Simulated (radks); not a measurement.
Trend from Rb+ to Xe+: ionisation energy by Delta-SCF between NIST ground configurations, and size. All-electron calculation, Dirac Kohn-Sham, PBEsol, spin-unpolarised, spherical densities, finite nucleus; open shells fill j = l - 1/2 first; Fermi nuclear charge, rms radius of each element as measured or else 0.836 A^(1/3) + 0.57 fm. Program: a radial shooting solver on a logarithmic mesh with Libxc functionals.

\begin{tabular}{lrrrrr}
species & configuration & IE (eV) & NIST (eV) & kind & -e(HOMO) (eV) \\ \hline
Rb+ & [Kr] & 27.281 & 27.290 & exp. & 21.350 (4p3/2) \\
Sr+ & [Kr] 5s1 & 10.894 & 11.030 & exp. & 8.340 (5s1/2) \\
Zr+ & [Kr] 4d2 5s1 & 12.891 & 13.130 & exp. & 9.958 (5s1/2) \\
Nb+ & [Kr] 4d4 & 14.068 & 14.320 & semi-emp. & 9.328 (4d3/2) \\
Mo+ & [Kr] 4d5 & 15.283 & 16.2 & semi-emp. & 10.260 (4d5/2) \\
Tc+ & [Kr] 4d5 5s1 & 14.814 & 15.260 & semi-emp. & 11.406 (5s1/2) \\
Ru+ & [Kr] 4d7 & 17.986 & 16.8 & semi-emp. & 12.366 (4d5/2) \\
Rh+ & [Kr] 4d8 & 19.296 & 18.080 & semi-emp. & 13.393 (4d5/2) \\
Pd+ & [Kr] 4d9 & 20.588 & 19.4 & semi-emp. & 14.409 (4d5/2) \\
Ag+ & [Kr] 4d10 & 21.868 & 21.484 & exp. & 15.418 (4d5/2) \\
Cd+ & [Kr] 4d10 5s1 & 17.097 & 16.908 & exp. & 13.077 (5s1/2) \\
In+ & [Kr] 4d10 5s2 & 19.278 & 18.870 & exp. & 14.982 (5s1/2) \\
Sn+ & [Kr] 4d10 5s2 5p1 & 14.378 & 14.633 & exp. & 10.594 (5p1/2) \\
Sb+ & [Kr] 4d10 5s2 5p2 & 16.434 & 16.63 & exp. & 12.357 (5p1/2) \\
Te+ & [Kr] 4d10 5s2 5p3 & 17.488 & 18.6 & exp. & 13.283 (5p3/2) \\
I+ & [Kr] 4d10 5s2 5p4 & 19.379 & 19.131 & exp. & 14.919 (5p3/2) \\
Xe+ & [Kr] 4d10 5s2 5p5 & 21.246 & 20.975 & semi-emp. & 16.542 (5p3/2) \\
\end{tabular}

Reference values: NIST Atomic Spectra Database (exp. = measured, semi-emp. = semi-empirical, theory = theoretical value adopted there). Spin polarisation and multiplet splitting are left out, so open shells lie too high by an amount that depends on their filling.

Beside tabulated values, note that spin-unpolarised runs miss the spin-polarisation part of the exchange energy of open shells.
